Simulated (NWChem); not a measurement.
System: AlBrCl2; SMILES [Cl][Al]([Cl])[Br]

Results from NWChem. All runs use the structure optimised with B3LYP/6-31G* (spherical d).

Task: Predict the results for PBE0/pcseg-2. Quantities: highest occupied level (eV); orbital gap (eV); dipole (D).

Result: 
| Item | Value |
|---|---|
| highest occupied level (eV) | -9.04 |
| orbital gap (eV) | 7.48 |
| dipole (D) | 0.36 |
